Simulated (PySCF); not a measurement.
1,2,4-triazole (C2H3N3), SMILES c1nc[nH]n1. Heavy atoms are numbered as in [cH:1]1[n:2][cH:3][nH:4][n:5]1. Hydrogens are named by the atom that carries them.

Coordinates come from a TPSSh-D3(BJ)/def2-SVP optimisation.

Method: PBE/pcSseg-1 (PySCF).

GIAO shieldings, no solvent; atoms alike by connectivity are averaged. δ = σ(ref) − σ: ¹³C against TMS (σ = 182.0 ppm); ¹⁵N against NH3 (σ = 267.0 ppm); ¹H against TMS (σ = 31.49 ppm), references at their B3LYP-D3(BJ)/def2-TZVP geometries, non-relativistic.

Computed chemical shifts:
```
nucleus    atoms  count  δ (ppm)
-------  -------  -----  -------
¹³C      C1 (CH)      1    156.5
¹³C      C3 (CH)      1    143.4
¹⁵N           N5      1    331.0
¹⁵N           N2      1    295.4
¹⁵N      N4 (NH)      1    231.7
¹H       H on N4      1     9.97
¹H       H on C3      1     8.15
¹H       H on C1      1     8.13
```
